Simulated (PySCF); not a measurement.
**Cobalt: a sound run and one with changed settings**

Sound run: Co [Ar] 3d7 4s2, Co⁺ [Ar] 3d8. All numbers are calculated (PySCF 2.14, the non-relativistic Hamiltonian (point nucleus), in def2-SVP (5s3p2d1f, 31 functions)). In the sound run the correlated levels freeze [Ar]. The sound run starts from symmetry-adapted Hartree-Fock orbitals and uses a fine grid where one is needed.

Changed run: initial guess atom, at most 50 SCF cycles.

| species | method | sound run (hartree) | changed run (hartree) | converged |
| --- | --- | --- | --- | --- |
| Co | UHF | -1381.21103 | -1381.11176 | yes |
| Co | r2SCAN | -1382.49197 | -1382.49197 | yes |
| Co | PBE | -1382.25850 | -1382.09379 | no |
| Co⁺ | UHF | -1380.91051 | -1380.91051 | yes |
| Co⁺ | r2SCAN | -1382.21144 | -1382.21144 | yes |
| Co⁺ | PBE | -1381.97520 | -1381.97520 | yes |
| Co⁺ | MP2 | -1381.08717 | -1381.08717 | yes |

Ionisation energy of Co:

```csv
method,sound run (eV),changed run (eV)
r2SCAN,7.634,7.634
```

The plain start fixes occupations by D2h representation alone, and Co at UHF landed in another state (other ⟨L²⟩ or ⟨S²⟩). 

For comparison, NIST gives 7.881 eV between the lowest levels.
